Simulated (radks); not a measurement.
Values are calculated unless marked as measured or tabulated.
These are the eigenvalues of the occupied orbitals of an atom or ion with whole-number occupations (hartree). Code: a radial shooting solver on a logarithmic mesh with Libxc functionals. Model: Dirac Kohn-Sham, PBE, spin-unpolarised, spherical densities, finite nucleus; Fermi nuclear charge, rms radius of each element as measured or else 0.836 A^(1/3) + 0.57 fm.

| orbital | eigenvalue |
|---|---|
| 1s1/2 | -301.8418 |
| 2s1/2 | -36.16273 |
| 2p1/2 | -31.55753 |
| 2p3/2 | -30.91473 |
| 3s1/2 | -4.20042 |
| 3p1/2 | -2.80269 |
| 3p3/2 | -2.72284 |
| 3d3/2 | -0.48128 |
| 3d5/2 | -0.47315 |

Which element is it, and in what charge state? The configuration may be excited. Open shells, if any, are shared by 2j + 1.

Answer. Z = 28, nickel, charge +1: Ni+ in [Ar] 3d9. The list shows which subshells hold electrons but not how many an open one holds; the 1s level, -301.84 hartree, gives Z - s = 24.6 by -(Z - s)^2/2, which with screening and relativity narrows Z to a few neighbours, and the depths of the outer levels then fix element, charge and occupations together.
